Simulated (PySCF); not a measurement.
Start geometry of `c1cc(c(C=O)cc1)C(F)F` from GFN2-xTB (Å):
```
atom  x, y, z in Å
O1    -2.452    1.714    0.062
C2    -1.261    1.889    0.057
C3    -0.203    0.867    0.022
C4     1.119    1.320    0.017
C5     2.181    0.437   -0.019
C6     1.940   -0.927   -0.052
C7     0.637   -1.396   -0.047
C8    -0.436   -0.516   -0.010
C9    -1.817   -1.126    0.000
F10   -1.968   -1.950   -1.074
F11   -1.960   -1.926    1.093
H12   -0.849    2.918    0.080
H13    1.307    2.384    0.042
H14    3.194    0.810   -0.021
H15    2.762   -1.625   -0.081
H16    0.441   -2.457   -0.073
H17   -2.640   -0.402   -0.005
```

Problem. What comes out of this run: PBE0-D3(BJ)/def2-SVP geometry optimisation, gas phase in PySCF 2.14.0?

Solution. 
```
atom  x, y, z in Å
O1    -2.4190    1.6819    0.1264
C2    -1.2296    1.8779    0.1357
C3    -0.1750    0.8427    0.0482
C4     1.1507    1.2890    0.0189
C5     2.2074    0.3907   -0.0877
C6     1.9367   -0.9723   -0.1713
C7     0.6188   -1.4307   -0.1462
C8    -0.4449   -0.5393   -0.0345
C9    -1.8555   -1.0784    0.0386
F10   -1.8741   -2.3758   -0.3508
F11   -2.2956   -1.0368    1.3147
H12   -0.8237    2.9202    0.1997
H13    1.3459    2.3638    0.0784
H14    3.2376    0.7523   -0.1096
H15    2.7563   -1.6898   -0.2573
H16    0.4062   -2.4979   -0.2195
H17   -2.5600   -0.5141   -0.5879
```

The energy falls by 0.072 eV over 28 energy and gradient evaluations, the largest force component goes from 0.0095 to 4.3e-04 Eh/bohr, and the atoms move by 0.346 Å rms after alignment. Among the bonds, C2–H12, C4–H13, C5–H14 and C6–H15 change most and about equally (+0.012 to +0.013 Å). Bonds longer at the end by more than 0.005 Å: 10 of 17; shorter: 2. Among the angles that change most is C7–C8–C9, from 116.8° to 119.2°. Among the dihedrals that turn most is C3–C8–C9–F11, from -120° to -75°. Rotational constants go from 1434, 1058, 682.3 to 1511, 1073, 674.9 MHz. The orientation of the end geometry is arbitrary; only internal coordinates are fixed.

The run used 184 basis functions and 192 SCF cycles in all. On an AMD EPYC 7R43 with one thread, shared host with 256 logical CPUs at a one-minute load of 145, this took 9.1 min wall and 0.79 GiB of memory at its peak.

Whether it is a minimum is left open (no frequencies). One conformer, not necessarily the lowest.
